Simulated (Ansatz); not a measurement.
Basis-set extrapolation for `C[Si](O)F` radical (PBE0-D4/def2-TZVP geometry, frozen core, Ansatz). Multiplicity 2, UHF reference.

|  | def2-TZVPP | def2-QZVPP |
| --- | --- | --- |
| HF | -503.633144 | -503.653439 |
| MP2 correlation | -0.765028 | -0.829207 |
| CCSD(T) correlation | -0.814041 | not run |

Energies in hartree. Use E(X) = E(∞) + A·exp(−7.88·√X) for Hartree–Fock and E(X) = E(∞) + B·X^(−2.97) for correlation, with X = 3 and 4, and add CCSD(T) minus MP2 of the smaller set to the MP2 limit.

Question: What is the CCSD(T) energy at the basis-set limit?

Answer: HF limit: -503.653439 + (-0.020295) × 0.13774 = -503.65623. MP2 limit: -0.829207 + (-0.064179) × 0.74074 = -0.87675. Higher-order term: -0.814041 − (-0.765028) = -0.04901. Total: -504.58199 hartree, 353.9 kJ/mol below CCSD(T)/def2-TZVPP.
